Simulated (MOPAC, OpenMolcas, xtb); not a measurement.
# GaH3 (SMILES [GaH3]): methods side by side

GaH3: 4 atoms, total charge 0, spin state singlet. As SMILES, `[GaH3]`. The shape is that of a PBE0-D4/def2-TZVP optimisation.

Quantity: the HOMO–LUMO gap, in eV. The values are calculated.

```tsv
level	kind	program	value (eV)	CPU time
PM7	semi-empirical	MOPAC	11.96	under 2 s
GFN1-xTB	semi-empirical	xtb	7.06	under 2 s
HF/def2-TZVPPD	Hartree–Fock	OpenMolcas	12.59	17 s
SVWN5/def2-TZVPPD	LDA	OpenMolcas	4.48	27 s
PBE/def2-TZVPPD	GGA	OpenMolcas	4.69	35 s
M06-L/def2-TZVPPD	meta-GGA	OpenMolcas	5.49	52 s
M06-2X/def2-TZVPPD	hybrid meta-GGA	OpenMolcas	8.44	41 s
PBE0/def2-TZVPPD	global hybrid	OpenMolcas	6.76	30 s
B2PLYP/def2-TZVPPD	double hybrid	OpenMolcas	8.91	24 s
```

All-electron rows without a relativistic Hamiltonian named are non-relativistic. The values span 4.48 to 12.59 eV. Orbital gaps aren't excitation energies, and those of double hybrids come from the SCF part alone; they tend to grow with the share of exact exchange. CPU times are rough (shared hosts, several kinds of processor): they show what a rung costs within a factor of a few.
